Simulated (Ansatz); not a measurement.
Tl₆ (the lowest singlet isomer of a short search). The state is a singlet with charge 0. Geometry PBE-D4/def2-SVP, basis def2-TZVP, Ansatz.

```xyz
6

Tl    2.544    0.406    0.163
Tl    0.084   -1.299   -2.226
Tl   -2.135    0.615   -1.312
Tl   -1.498   -0.081    1.599
Tl    0.325    2.321    1.074
Tl    0.681   -1.962    0.702
```

```json
{"run": "A", "HOMO (eV)": "-3.92", "LUMO (eV)": "-3.22"}
{"run": "B", "HOMO (eV)": "-4.41", "LUMO (eV)": "-2.75"}
{"run": "C", "HOMO (eV)": "-3.99", "LUMO (eV)": "-3.10"}
{"run": "D", "HOMO (eV)": "-4.21", "LUMO (eV)": "-2.92"}
{"run": "E", "HOMO (eV)": "-3.84", "LUMO (eV)": "-3.28"}
{"run": "F", "HOMO (eV)": "-4.30", "LUMO (eV)": "-2.76"}
```

In the def2 sets Tl takes a core potential; there is no spin–orbit coupling. B3LYP takes the VWN-RPA correlation. HSE06 is defined as in plane-wave codes, on full-range PBE exchange. The structure comes from a short search, and lower isomers may exist.

The runs used B3LYP, HSE06, PBE, PBE0, r2SCAN, r2SCAN0. Estimate which is which.

A r2SCAN (0 % exact exchange); B r2SCAN0 (25 % exact exchange); C HSE06 (range-separated); D B3LYP (20 % exact exchange); E PBE (0 % exact exchange); F PBE0 (25 % exact exchange). Exact exchange lowers occupied and raises empty levels; among semilocal functionals meta-GGAs tend to open the gap a little, and such runs are hard to tell apart. The gap grows from 0.56 eV (PBE) to 1.66 eV (r2SCAN0). The restricted singlet is unstable towards broken spin symmetry in Hartree–Fock (as tested in another run); at r2SCAN-D4/def2-TZVP, r2SCAN0-D4/def2-TZVP, HSE06-D4/def2-TZVP, B3LYP-D4/def2-TZVP and others this wasn't settled.
